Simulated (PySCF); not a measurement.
# Electron correlation in Cl (chlorine, neutral)

[Ne] 3s2 3p5, 2P determinant. Computed with PySCF 2.14 in aug-cc-pVQZ-DK (7s6p4d3f2g, 84 functions), with scalar relativity by spin-free X2C-1e. Frozen: [Ne]; 7 electrons correlated.

| level | correlation energy (mhartree) |
| --- | --- |
| CCSD | -198.27 |
| (T) | -7.30 |
| CCSD(T) | -205.57 |

Diagnostics: T1 = 0.0075, D1 = 0.0239, largest double amplitude 0.036.

Is a single reference adequate?

Yes: T1 lies below 0.03 and no double amplitude reaches 0.07.
